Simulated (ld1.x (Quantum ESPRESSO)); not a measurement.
gold: one change to a TM semilocal potential, before and after

```
Element                 : Au (Z = 79)
Generator               : ld1.x (Quantum ESPRESSO) 7.5
Type                    : norm-conserving Troullier–Martins (semilocal form)
Functional              : PW91
Relativity              : scalar-relativistic
Frozen core             : [Kr] 4d10 4f14 5s2
Valence charge          : 17
Reference configuration : 5p6 5d10 6s1 6p0
Partial waves           : 6s (bound): rc 2.45 bohr; 5p (bound): rc 1.50 bohr; 5d (bound): rc 2.40 bohr
Local potential         : the d channel
Core correction         : none
```

Change: wave 6s (bound): rc 2.45 bohr becomes 6s (bound): rc 2.14 bohr.

Cutoffs: the cutoffs (Ry, on a coarse ladder) from which the occupation-weighted sum of valence levels, in a spherical-Bessel basis at the reference potential, stays within 10 and 1 mRy of its value at 400 Ry; they do not see the model core or the augmentation charge, which bear on the density cutoff. Errors are all-electron minus pseudo energies relative to the spin-unpolarised reference configuration.

Task: Predict the effect on cutoff, ghosts and configuration errors.

Result: The potential gets neither clearly harder nor softer (60 Ry and 100 Ry → 60 Ry and 100 Ry); the number of tests that count goes from 7 to 6; of the 6 tests that both files solve, the error grows in 1 and shrinks in 1 by more than 15 % and 0.3 meV (median size 30.4 → 25.7 meV); neither file shows a bound ghost at the reference potential, the only one tested. A semilocal file is local in each channel, so a ghost entry of none says nothing of the separable form that plane-wave codes build from it.

| quantity | base | changed |
| --- | --- | --- |
| cutoff, loose | 60 Ry | 60 Ry |
| cutoff, tight | 100 Ry | 100 Ry |
| bound ghosts | none | none |
| tests counted (converged, no solver errors) | 7 of 7 | 6 of 7 |
| error for 5p6 5d10 6s0 6p0, meV [ΔE 9.49 eV] | -11 | -11 |
| error for 5p6 5d9 6s0 6p0, meV [ΔE 30.78 eV] | -23 | -20 |
| error for 5p6 5d8 6s0 6p0, meV [ΔE 64.73 eV] | -38 | -31 |
| error for 5p6 5d9 6s1 6p0, meV [ΔE 12.19 eV] | -2.5 | -4.3 |
| error for 5p6 5d9 6s1 6p1, meV [ΔE 7.52 eV] | +137 | +136 |
| error for 5p6 5d10 6s0 6p1, meV [ΔE 5.29 eV] | +92 | +92 |

Base: ld1.x printed “convergence not achieved” for 3 of the counted tests; their residual had stalled under 1e-8, short of the target of 1e-14. Changed file: Tests not counted: 5p6 5d9 6s2 6p0 (pseudo-atom not self-consistent, printed error -11 meV). ld1.x printed “convergence not achieved” for 2 of the counted tests; their residual had stalled under 1e-8, short of the target of 1e-14.
